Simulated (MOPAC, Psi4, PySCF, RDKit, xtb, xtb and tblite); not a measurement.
Two geometries of SMILES Oc1cccc(C#N)c1, singlet, relaxed at GFN2-xTB with one dihedral held; other torsions can differ between them too.

Structure A

```
14

N     -3.4251    -1.4757    -0.3329
C     -2.4115    -0.9504    -0.2309
C     -1.1632    -0.2976    -0.0989
C     -1.1067     1.0958    -0.0802
C      0.1184     1.7230     0.0452
C      1.2798     0.9780     0.1559
C      1.2229    -0.4130     0.1506
O      2.3781    -1.1602     0.1789
C      0.0010    -1.0549     0.0146
H     -2.0167     1.6698    -0.1687
H      0.1716     2.8012     0.0510
H      2.2395     1.4647     0.2467
H      2.7299    -1.2195     1.0725
H     -0.0393    -2.1333    -0.0103
```

Structure B

```
14

N      3.3772    -1.4946    -0.3827
C      2.3686    -0.9644    -0.2584
C      1.1222    -0.3115    -0.1105
C      1.0665     1.0815    -0.0660
C     -0.1595     1.7058     0.0650
C     -1.3223     0.9596     0.1489
C     -1.2653    -0.4310     0.1302
O     -2.4297    -1.1465     0.2437
C     -0.0424    -1.0707    -0.0190
H      1.9774     1.6559    -0.1390
H     -0.2131     2.7836     0.0886
H     -2.2840     1.4370     0.2535
H     -2.5692    -1.7023    -0.5294
H      0.0080    -2.1496    -0.0574
```

Problem. Which is lower in energy at the level PBE0-D3(BJ)/def2-SVP // GFN2-xTB (Psi4), and by how much?

Solution. B is lower, by 0.99 kcal/mol (dihedral C6–C7–O8–H13: 80° in A, 120° in B).

E(B) − E(A) in kcal/mol at the other levels, on the same two geometries: GFN2-xTB (xtb and tblite) -1.24; MMFF94 // GFN2-xTB (RDKit) -0.89; PBE0/def2-SVP // GFN2-xTB (Psi4) -0.99; PBE/def2-SVP // GFN2-xTB (Psi4) -1.17; PBE-D3(BJ)/def2-SVP // GFN2-xTB (Psi4) -1.18; UFF // GFN2-xTB (RDKit) -1.77; PM3, restricted, heats of formation // GFN2-xTB (MOPAC) -0.36; PM7, restricted, heats of formation // GFN2-xTB (MOPAC) -0.50; GFN1-xTB // GFN2-xTB (xtb) -0.90; restricted B3LYP/6-31G*, spherical d, density fitting // GFN2-xTB (PySCF) -0.89; restricted Hartree-Fock/3-21G, density fitting // GFN2-xTB (PySCF) -0.37; restricted Hartree-Fock/LANL2DZ, density fitting // GFN2-xTB (PySCF) -0.23; restricted B3LYP/LANL2DZ, density fitting // GFN2-xTB (PySCF) -0.68.
